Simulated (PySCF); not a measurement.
C₈H₉BO₂, SMILES C=Cc1ccccc1B(O)O, singlet, GFN2-xTB optimised geometry.

```
20

C      0.02    -2.40    -0.58
C      0.40    -1.30     0.04
C     -0.32    -0.02     0.00
C     -1.72    -0.02     0.00
C     -2.43     1.16     0.00
C     -1.75     2.37     0.01
C     -0.37     2.38     0.01
C      0.37     1.20     0.00
B      1.95     1.30    -0.09
O      2.74     0.43    -0.78
O      2.56     2.35     0.51
H     -0.87    -2.44    -1.20
H      0.58    -3.32    -0.51
H      1.31    -1.30     0.63
H     -2.24    -0.97     0.03
H     -3.51     1.14     0.00
H     -2.30     3.30     0.02
H      0.17     3.32     0.02
H      2.29    -0.30    -1.21
H      3.51     2.37     0.39
```

Density from PBE/def2-SVP (PySCF 2.14.0) at that geometry.

Minimum of the electron density along straight lines between bonded atoms, close to the bond critical point (lines longer than 1.1 times the sum of covalent radii, or with two minima, are not listed):

| bond | length / Å | ρ at the minimum / e bohr⁻³ | ∇²ρ there / e bohr⁻⁵ | position (fraction from the first atom) |
|---|---|---|---|---|
| C1–C2 | 1.326 | 0.340 | [?] | 0.50 |
| C2–C3 | 1.466 | 0.269 | -0.63 | 0.50 |
| C3–C4 | 1.393 | 0.304 | -0.74 | 0.50 |
| C4–C5 | 1.381 | 0.311 | -0.77 | 0.50 |
| C5–C6 | 1.385 | 0.309 | -0.77 | 0.50 |
| C6–C7 | 1.383 | 0.311 | -0.77 | 0.50 |
| C3–C8 | 1.406 | 0.296 | -0.70 | 0.51 |
| C7–C8 | 1.394 | 0.303 | -0.73 | 0.50 |
| C8–B9 | 1.585 | [?] | [?] | 0.67 |
| B9–O10 | 1.363 | 0.200 | 1.09 | 0.33 |
| B9–O11 | 1.350 | 0.208 | 1.17 | 0.33 |
| C1–H12 | 1.077 | 0.281 | -1.06 | 0.64 |
| C1–H13 | 1.077 | 0.281 | -1.06 | 0.64 |
| C2–H14 | 1.083 | 0.280 | -1.04 | 0.63 |
| C4–H15 | 1.080 | 0.281 | -1.05 | 0.63 |
| C5–H16 | 1.081 | 0.281 | -1.05 | 0.63 |
| C6–H17 | 1.080 | 0.281 | -1.05 | 0.63 |
| C7–H18 | 1.080 | 0.283 | -1.07 | 0.64 |
| O10–H19 | 0.956 | 0.358 | -2.42 | 0.82 |
| O11–H20 | 0.958 | 0.357 | -2.31 | 0.81 |

Task: Complete the blanks.

Result: 
- C1–C2, ∇²ρ there / e bohr⁻⁵: -0.89
- C8–B9, ρ at the minimum / e bohr⁻³: 0.179
- C8–B9, ∇²ρ there / e bohr⁻⁵: -0.22
